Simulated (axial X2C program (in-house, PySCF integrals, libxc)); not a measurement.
**SnF⁺: from the spin-free to the two-component result**

Calculated with an in-house relativistic program for diatomic molecules. Spin-free means the one-electron spin-free X2C Hamiltonian; two-component (2c) means X2C with spin–orbit coupling and atomic mean-field two-electron Coulomb and Gaunt terms, so the difference of the two also holds small scalar two-electron terms. Basis: Sn dyall-cv3z [11s12p9d4f1g], F dyall-av3z [7s6p3d2f] (cores contracted in-house); Gaussian nuclei, density fitting, unrestricted open shells. Masses: Sn 119.902 u, F 18.998 u.

Spin-free state: M_S = 0, Λ = 0 (closed shell); fragments Sn+ + F.

```json
{"level": "PBE0", "Re (Å)": "1.875", "ωe (cm⁻¹)": "690.0", "De (eV)": "5.097", "μ (D)": "-3.28"}
{"level": "HF", "Re (Å)": "1.853", "ωe (cm⁻¹)": "733.6", "De (eV)": "3.183", "μ (D)": "-3.49"}
{"level": "MP2", "Re (Å)": "1.886", "ωe (cm⁻¹)": "688.0", "De (eV)": "5.504", "μ (D)": "n/a"}
{"level": "CCSD", "Re (Å)": "1.877", "ωe (cm⁻¹)": "700.7", "De (eV)": "4.982", "μ (D)": "n/a"}
{"level": "CCSD(T)", "Re (Å)": "1.884", "ωe (cm⁻¹)": "688.4", "De (eV)": "5.154", "μ (D)": "n/a"}
{"level": "BLYP", "Re (Å)": "1.914", "ωe (cm⁻¹)": "637.1", "De (eV)": "5.410", "μ (D)": "-3.29"}
```

Correlated methods: 10 electrons correlated (number of frozen shells: Sn 4 s, 3 p, 2 d; F 1 s), 258 virtual spin orbitals or spinors in MP2, 90 natural virtuals in coupled cluster.

Dipoles are positive if F is the positive end and refer to the centre of mass.

Two-component determinant lowest at the distance of the search:

Ω = 0 (closed shell); fragments Sn+ + F.

```tsv
level	Re (Å)	ωe (cm⁻¹)	De (eV)	μ (D)
PBE0	1.875	689.6	n/a	-3.27
HF	1.853	733.5	2.827	-3.48
MP2	1.886	687.7	5.183	n/a
CCSD	1.878	700.4	4.663	n/a
CCSD(T)	1.885	688.0	4.830	n/a
BLYP	1.914	636.4	n/a	-3.28
```

Q: From the two tables, how do the constants change at the CCSD(T) level (2c against spin-free)?

A: At the CCSD(T) level Re is unchanged within 0.001 Å and ωe decreases by 0.4 cm⁻¹; De changes by -0.324 eV.

Occupations by symmetry block were frozen at the best pattern of an incomplete PBE0 search. Closed shells are restricted here (equal orbitals for both partners); the stretched side of such a curve lies too high. De is counted from the lowest determinant-based energies of the atoms at the same level, without counterpoise correction. De is not given where an atomic determinant may have missed its ground term or J level, or where the truncated virtual space spoils (T). CCSD and (T) use frozen natural virtuals with an MP2 correction for the truncation; (T) itself is uncorrected, so its De runs slightly low. Without a current term, density functionals place determinants with orbital angular momentum somewhat too high. With the outer-core shells frozen, correlated bond lengths of heavy atoms tend to come out a few hundredths of an ångström too long.
